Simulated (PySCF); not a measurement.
## Correlation energy of Tb⁴¹⁺ (terbium, charge +41)

[Ar] 3d6, high-spin 5D determinant. Calculation: PySCF 2.14, in an even-tempered Gaussian basis (18 s from 8 bohr⁻², ratio 2.5; 13 p from 10 bohr⁻², ratio 2.5; 8 d from 10 bohr⁻², ratio 2.5; 4 f from 41 bohr⁻², ratio 2.7; 3 g from 61 bohr⁻², ratio 2.7); the spin-free X2C one-electron Hamiltonian (Gaussian nucleus). Frozen: [Ne]; 14 electrons correlated; the 33 highest virtual orbitals of each spin left out.

MP2 pair energies summed by pair of shells (mhartree):

| pair | energy | share (%) |
| --- | --- | --- |
| 3p-3d | -234.75 | 42.8 |
| 3d-3d | -127.24 | 23.2 |
| 3p-3p | -99.40 | 18.1 |
| 3s-3p | -42.41 | 7.7 |
| 3s-3d | -39.16 | 7.1 |
| 3s-3s | -5.51 | 1.0 |

Total MP2 correlation energy: -548.47 mhartree.

At this charge the one-electron X2C treatment keeps the bare 1/r₁₂, with no two-electron picture change or Breit term. The effect here is smaller than on the frozen 1s shell; and a scalar Hamiltonian misses the large spin-orbit splitting of the p shells, which matters for ns² → np² pairs.

Spin-orbit coupling is strong in this species, so the high-spin LS determinant is a model state.
